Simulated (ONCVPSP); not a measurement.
## tellurium, ONCV: configuration errors across variants

tellurium, optimised norm-conserving Vanderbilt (ONCV), made with ONCVPSP 4.0.1 (LDA (Perdew-Wang 92), fully relativistic). Core [Ar] 3d10, reference 4s2 4p6 4d10 5s2 5p1 (charge +3). Waves: 4s+5s: rc 1.35 bohr, ncon 3, nbas 6, qcut 9.8 1/bohr, 2 projectors; 4p+5p: rc 1.20 bohr, ncon 3, nbas 6, qcut 9 1/bohr, 2 projectors; 4d: rc 0.90 bohr, ncon 4, nbas 7, qcut 10.7 1/bohr, local. Local part: the d channel. Core correction: none.

Open shells are filled in proportion to 2j + 1.

All-electron excitation energies from the reference (eV): (1) 4s2 4p6 4d10 5s2 5p4 -55.383; (2) 4s2 4p6 4d10 5s2 5p3 -45.452; (3) 4s2 4p6 4d10 5s2 5p2 -27.258; (4) 4s2 4p6 4d10 5s2 5p0 36.938.

The file “base” misses its own reference levels by 0.9 eV. The file “s: qcut 7.2; p: qcut 6.6; d: qcut 7.8” misses its own reference levels by 0.9 eV. The file “s: qcut 8.1; p: qcut 7.4; d: qcut 8.8” misses its own reference levels by 0.9 eV. The file “s: qcut 9.1; p: qcut 8.4; d: qcut 10” misses its own reference levels by 0.9 eV. The file “s: qcut 10.2; p: qcut 9.3; d: qcut 11.1” misses its own reference levels by 0.9 eV. The file “s: qcut 11.2; p: qcut 10.2; d: qcut 12.2” misses its own reference levels by 0.9 eV. The file “s: qcut 12.5; p: qcut 11.5; d: qcut 13.7” misses its own reference levels by 0.9 eV. The file “s: qcut 13.2; p: qcut 12.2; d: qcut 14.5” misses its own reference levels by 0.9 eV. The file “s: qcut 14.3; p: qcut 13.1; d: qcut 15.6” misses its own reference levels by 0.9 eV.

Errors AE − PS in meV (a dash: test not solved or not reliable):

| change | (1) | (2) | (3) | (4) | bound ghosts | GHOST(+) flags above zero |
| --- | --- | --- | --- | --- | --- | --- |
| base | -2.1 | -1.7 | -1.0 | +1.0 | none | s |
| s: qcut 7.2; p: qcut 6.6; d: qcut 7.8 | -1.8 | -1.6 | -1.0 | +1.6 | none | s |
| s: qcut 8.1; p: qcut 7.4; d: qcut 8.8 | -1.9 | -1.6 | -1.0 | +1.2 | none | s |
| s: qcut 9.1; p: qcut 8.4; d: qcut 10 | -2.0 | -1.6 | -1.0 | +1.0 | none | none |
| s: qcut 10.2; p: qcut 9.3; d: qcut 11.1 | -2.2 | -1.7 | -1.0 | +1.0 | none | s |
| s: qcut 11.2; p: qcut 10.2; d: qcut 12.2 | -2.1 | -1.7 | -1.0 | +1.0 | none | s |
| s: qcut 12.5; p: qcut 11.5; d: qcut 13.7 | -2.1 | -1.6 | -0.9 | +1.0 | none | s |
| s: qcut 13.2; p: qcut 12.2; d: qcut 14.5 | -1.9 | -1.5 | -0.9 | +1.2 | none | s |
| s: qcut 14.3; p: qcut 13.1; d: qcut 15.6 | -1.8 | -1.4 | -0.9 | +1.2 | none | s |

Question: Give the same row for: s: qcut 6.2; p: qcut 5.7; d: qcut 6.7.

Answer: -1.1, -1.2, -0.9, +2.1; bound ghosts: none; GHOST(+) flags above zero: s.
